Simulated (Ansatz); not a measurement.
Reaction (formal hydrolysis of the Si–C bond): `C#C[SiH2]C#N` + H₂O → `C#C[SiH2]O` + `C#N`

Isolated molecules relaxed with PBE0-D4/def2-TZVP in Ansatz; ΔE leaves out vibrations. CCSD(T)/CBS adds triple-zeta CCSD(T) − MP2 to the extrapolated MP2 energy (def2 sets, frozen cores). This one scheme is used for every species. DFT in def2-TZVPP. B3LYP here is the variant with VWN-RPA as its local correlation; programs differ in this. One conformer a species, not always the lowest.

```tsv
level	ΔE (kJ/mol)
LDA (SPW92)	-53.5
PBE-D4	-47.8
B3LYP-D4	-55.8
BHLYP-D4	-59.9
BLYP	-56.1
MP2/def2-SVP	-52.8
CCSD(T)/def2-TZVPP	-55.0
HF/CBS(def2)	-67.0
```

(1) What does CCSD(T)/CBS give? (Estimate.)

Largest T1 diagnostic among the species: 0.014.

## Answers

(1) Ansatz gave: -53.3 kJ/mol. The listed levels differ from it by -0.2, 5.5, -2.5, -6.6, -2.8, 0.5, -1.7, -13.7 kJ/mol.

In def2-TZVPP, CCSD(T) changes the Hartree–Fock value by +11.6 kJ/mol (the triples alone add +2.0 kJ/mol) and MP2 by +12.7 kJ/mol. From BLYP to BHLYP (50 % exact exchange), in def2-TZVPP and without D4, ΔE moves by −6.1 kJ/mol.
